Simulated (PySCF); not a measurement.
## Ionisation energy of Cu by level of theory

Cu [Ar] 3d10 4s1 (2S) → Cu⁺ [Ar] 3d10 (1S), as a difference of total energies. All numbers are calculated (PySCF 2.14, the spin-free X2C one-electron Hamiltonian (Gaussian nucleus), in x2c-SVPall). Correlated levels: valence: [Ar] frozen. The calculations carry no spin-orbit coupling.

```
           method  ionisation energy (eV)  error (eV)
              UHF                   6.561      -1.165
            M06-L                   7.812      +0.086
              LDA                   8.493      +0.767
    MP2 (valence)                   7.149      -0.577
SCS-MP2 (valence)                   7.070      -0.656
   CCSD (valence)                   7.080      -0.646
CCSD(T) (valence)                   7.185      -0.541
```

Reference: 7.726 eV (measured; NIST Atomic Spectra Database, ionization energies).

Errors of the correlated levels include the incompleteness of this basis and the frozen core.
